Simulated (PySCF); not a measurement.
Input of a run on `C=CC[C@@H](CC)CF`: the job's settings, then the atoms in Å.
```
{"job": {"kind": "uv", "xc": "CAM-B3LYP", "basis": "def2-SVPD", "solvent": "chloroform", "nstates": 6, "ntriplets": 0}, "charge": 0, "multiplicity": 1}
C      3.338282    -0.400471     0.283874
C      2.185410    -1.016061     0.016855
C      0.839669    -0.603658     0.523988
C     -0.189039    -0.327749    -0.579705
C     -1.599934    -0.105853    -0.033601
C     -2.247253    -1.337060     0.578944
C      0.253042     0.855754    -1.419649
F     -0.615221     1.060063    -2.466897
H      4.288942    -0.765747    -0.112699
H      3.373850     0.491532     0.918300
H      2.199008    -1.907616    -0.624657
H      0.937326     0.286183     1.170886
H      0.447246    -1.410006     1.167009
H     -0.216930    -1.204350    -1.255189
H     -2.223670     0.258284    -0.864980
H     -1.569191     0.714220     0.707263
H     -1.687218    -1.718935     1.446775
H     -2.317166    -2.155240    -0.155819
H     -3.267903    -1.115957     0.925487
H      0.277070     1.774524    -0.804509
H      1.262493     0.691561    -1.830883
```

Method: TDDFT CAM-B3LYP/def2-SVPD, vertical, IEF-PCM chloroform (non-equilibrium linear response), core orbitals frozen in the response (PySCF, density fitting); geometry PBE0-D3(BJ)/def2-SVP, gas phase, not relaxed in the solvent; ε = 4.711, cavity from Bondi-type radii × 1.2. The static polarisability takes the continuum's full static response.

What does the run print?

```
coarse grid: 16752 points
cycle   1  E = -373.8293353924  dE =  7.898e-01  |g| = 4.940e-01  |ddm| = 7.918e+00
cycle   2  E = -373.8329080617  dE = -3.573e-03  |g| = 5.428e-01  |ddm| = 1.478e+00
cycle   3  E = -373.8814782830  dE = -4.857e-02  |g| = 6.002e-02  |ddm| = 5.720e-01
cycle   4  E = -373.8820324422  dE = -5.542e-04  |g| = 2.691e-02  |ddm| = 1.297e-01
cycle   5  E = -373.8822040746  dE = -1.716e-04  |g| = 3.878e-03  |ddm| = 6.380e-02
cycle   6  E = -373.8822076988  dE = -3.624e-06  |g| = 1.123e-03  |ddm| = 1.220e-02
final grid: 159896 points
cycle   7  E = -373.9533114352  dE = -5.073e-05  |g| = 4.319e-03  |ddm| = 1.565e-01
cycle   8  E = -373.9533117333  dE = -2.981e-07  |g| = 4.488e-03  |ddm| = 2.188e-02
cycle   9  E = -373.9533159347  dE = -4.201e-06  |g| = 5.330e-04  |ddm| = 6.709e-03
cycle  10  E = -373.9533159797  dE = -4.498e-08  |g| = 2.148e-04  |ddm| = 1.132e-03
cycle  11  E = -373.9533159896  dE = -9.945e-09  |g| = 2.728e-05  |ddm| = 5.378e-04
cycle  12  E = -373.9533159898  dE = -1.976e-10  |g| = 9.448e-06  |ddm| = 8.940e-05
converged SCF energy = -373.9533159898

Static polarisability (au): isotropic 107.273, principal 96.093 97.913 127.812

Singlet excitations
state   eV       nm        f      main configurations
  1   7.1473    173.5   0.53079   H->L 0.93
  2   7.3606    168.4   0.06605   H->L+1 0.47, H->L+3 0.28, H->L+4 0.16
  3   7.7756    159.5   0.00126   H->L+4 0.44, H->L+2 0.31
  4   8.0120    154.7   0.00102   H-4->L 0.52, H-1->L 0.30
  5   8.1608    151.9   0.01847   H->L+2 0.40, H->L+4 0.23, H->L+5 0.17
  6   8.3927    147.7   0.00029   H->L+3 0.45, H->L+1 0.23, H->L+5 0.12
```

The cycles run first on a coarse grid and then on the final one, and are numbered through; the first dE on the final grid is taken against the last density's energy on that grid. Energies include the polarisation term of the continuum.

The same input without solvent ends at -373.949260 Eh. What does the continuum change?

The energy falls by 0.004056 Eh, 2.55 kcal/mol; the polarisation term alone is -2.78 kcal/mol. HOMO -8.89 → -8.74 eV, LUMO 1.20 → 1.36 eV, dipole 1.74 → 2.03 D. The SCF took 12 cycles in the solvent and 12 in the gas phase.

Hardware: an Intel Xeon at 2.50 GHz with one thread, shared host. Cost: 2.7 min, 1.4 GiB resident at most. This is the whole response run at CAM-B3LYP/def2-SVPD in chloroform, SCF included.

Conformer computed: `[CH2:1]=[CH:2][CH2:3][C@@H:4]([CH2:5][CH3:6])[CH2:7][F:8]`: C1–C2–C3–C4 123°, C2–C3–C4–C5 172°, C3–C4–C5–C6 -68°, C3–C4–C7–F8 176°.
